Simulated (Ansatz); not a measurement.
System: H2SiOCl, charge 0, doublet. H2SiOCl (SMILES O[SiH]Cl, doublet).
B3LYP-D3(BJ)/def2-TZVP minimum from Ansatz (a first-principles code):
```
Si
O 1 1.6454
H 2 0.9618 1 119.02
H 1 1.4861 2 105.01 3 168.99
Cl 1 2.0818 4 108.15 2 118.53
```
Charge 0, spin multiplicity 2.

Total energies in hartree (Ansatz). Open shells are spin-unrestricted; no spin-orbit coupling. Correlated methods leave the cores frozen. No relativity. For partners of very few electrons the exact lower level stands in for a higher one.

| species | HF/cc-pV(T+d)Z | CCSD(T)/cc-pV(T+d)Z | HF/cc-pV(Q+d)Z | CCSD(T)/cc-pV(Q+d)Z | CCSD(T)/cc-pV(D+d)Z | CCSDT(Q)/cc-pV(D+d)Z |
|---|---|---|---|---|---|---|
| 1: H2SiOCl (SMILES O[SiH]Cl, doublet) | -824.59104 | -825.17048 | -824.60520 | -825.23139 | -824.97018 | -824.97214 |
| 2: Si (triplet) | -288.85649 | -288.93344 | -288.85845 | -288.93781 | -288.91643 | -288.91690 |
| 3: O (triplet) | -74.81176 | -74.97396 | -74.81729 | -74.99357 | -74.90995 | -74.91013 |
| 4: Cl (doublet) | -459.48556 | -459.67356 | -459.48916 | -459.69449 | -459.60403 | -459.60445 |
| 5: H (doublet) | -0.49981 | -0.49981 | -0.49995 | -0.49995 | -0.49928 | -0.49928 |

Question: Work out the atomisation energy (electronic, to ground-state atoms) in kcal/mol: take Hartree-Fock from cc-pV(Q+d)Z, extrapolate the CCSD(T) correlation energy as X^-3 (X = 3, 4), and add CCSDT(Q) - CCSD(T) in cc-pV(D+d)Z. 1 hartree = 627.51 kcal/mol.

Answer: 
Species 1: correlation (64·(-0.62619) - 27·(-0.57944))/37 = -0.66030; step -0.00196; E1 = -824.60520 + (-0.66030) + (-0.00196) = -825.26746
Species 2: correlation (64·(-0.07936) - 27·(-0.07695))/37 = -0.08112; step -0.00047; E2 = -288.85845 + (-0.08112) + (-0.00047) = -288.94004
Species 3: correlation (64·(-0.17628) - 27·(-0.16220))/37 = -0.18655; step -0.00018; E3 = -74.81729 + (-0.18655) + (-0.00018) = -75.00402
Species 4: correlation (64·(-0.20533) - 27·(-0.18800))/37 = -0.21798; step -0.00042; E4 = -459.48916 + (-0.21798) + (-0.00042) = -459.70756
Species 5: correlation (64·(0.00000) - 27·(0.00000))/37 = 0.00000; step +0.00000; E5 = -0.49995 + (0.00000) + (+0.00000) = -0.49995
-1·E1 +1·E2 +1·E3 +1·E4 +2·E5 = 0.61594 hartree = 386.5 kcal/mol.
